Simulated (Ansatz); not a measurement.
Isolated molecules relaxed with PBE0-D4/def2-TZVP in Ansatz; ΔE leaves out vibrations. CCSD(T)/CBS adds triple-zeta CCSD(T) − MP2 to the extrapolated MP2 energy (def2 sets, frozen cores). This one scheme is used for every species. def2 core potentials past Kr. For W outer-core shells are correlated without core-valence functions, which leaves a few kJ/mol of doubt a bond. One conformer a species, not always the lowest.

Consider the formal hydrolysis of a W–Cl bond: `[NH2][W](=[O])(=[S])[Cl]` + H₂O → `[NH2][W](=[O])([OH])=[S]` + HCl.

`[NH2][W](=[O])(=[S])[Cl]`:

Z-matrix (Å, degrees):
```
W
O 1 1.695
S 1 2.132 2 110.9
N 1 1.920 2 107.2 3 118.1
Cl 1 2.270 2 109.3 3 -121.7
H 4 1.010 1 124.3 2 -146.5
H 4 1.010 1 122.5 2 19.5
```

H₂O:

```xyz
3

O    -0.376   -0.017   -0.098
H     0.368    0.183   -0.670
H     0.008   -0.166    0.768
```

`[NH2][W](=[O])([OH])=[S]`:

Z-matrix (Å, degrees):
```
W
O 1 1.699
O 1 1.885 2 109.8
N 1 1.929 2 106.9 3 120.1
S 1 2.141 2 111.8 3 -121.5
H 3 0.960 1 123.3 2 12.5
H 4 1.009 1 124.2 2 147.4
H 4 1.009 1 122.8 2 -19.7
```

HCl:

```xyz
2

Cl    0.027    0.233   -0.595
H    -0.027   -0.233    0.595
```

```
             level  ΔE (kJ/mol)
SCS-MP2/def2-TZVPP         45.2
SCS-MP2/def2-QZVPP         47.7
```

Task: What does CCSD(T)/CBS give? (Best estimate.)

Result: Ansatz gave: +39.5 kJ/mol. The listed levels differ from it by 5.7, 8.2 kJ/mol.

Task: What do rigid-rotor, harmonic-oscillator terms from PBE0-D4/def2-TZVP frequencies (298.15 K, 1 bar) make of the CCSD(T)/CBS value? (An estimate is asked.)

Result: Ansatz gave: ΔZPE = -8.3 kJ/mol, ΔH = +31.1 kJ/mol, ΔS = -1 J/(mol·K), ΔG = +31.5 kJ/mol.

Largest T1 diagnostic among the species: 0.022, so the coupled-cluster value is less sure than usual.

The D4 term adds +3.3 kJ/mol with B3LYP and +1.8 kJ/mol with PBE0; it sums over pairs of atoms, weighted by their polarisabilities, and B3LYP, whose exchange is more repulsive, gets the larger term. Leaving LDA and LC-ωPBE aside and taking each functional with its dispersion term where it has one, the values, not all of them listed here, spread over 16.7 kJ/mol, from CAM-B3LYP-D4 to PBE-QIDH. LDA lies −3.5 kJ/mol from PBE without D4. At CCSD(T), def2-SVP lies −10.8 kJ/mol from the extrapolated value and def2-TZVPP −4.3 kJ/mol.

B3LYP here is the variant with VWN-RPA as its local correlation; programs differ in this.
